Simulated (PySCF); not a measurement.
## Radial density of Hg⁺ (mercury, charge +1)

wB97X-V, [Xe] 4f14 5d9 6s2, 2D determinant (an excited configuration). Calculation: PySCF 2.14, in aug-cc-pwCVTZ-PP with ECP60MDF (8s8p7d4f3g, 122 functions); a scalar-relativistic core potential. This is the valence pseudo-density: the core potential removes the inner electrons and smooths the orbitals near the nucleus.

| r (bohr) | 4πr²ρ (e/bohr) | 4πr²(ρα − ρβ) |
| --- | --- | --- |
| 0.0457 | 1.840e-05 | 0.0000 |
| 0.0768 | 4.380e-05 | 0.0000 |
| 0.129 | 0.0002142 | 0.0000 |
| 0.217 | 0.004339 | 0.0001 |
| 0.366 | 0.2348 | 0.0051 |
| 0.615 | 7.064 | 0.1703 |
| 1.03 | 17.41 | 0.8763 |
| 1.74 | 6.149 | 0.4758 |
| 2.93 | 1.080 | 0.0305 |
| 4.92 | 0.04655 | -0.0012 |
| 8.28 | 9.656e-05 | 0.0000 |

Energies and moments cover only the electrons outside the core potential. Spin-orbit coupling, absent here, splits the open shell strongly.
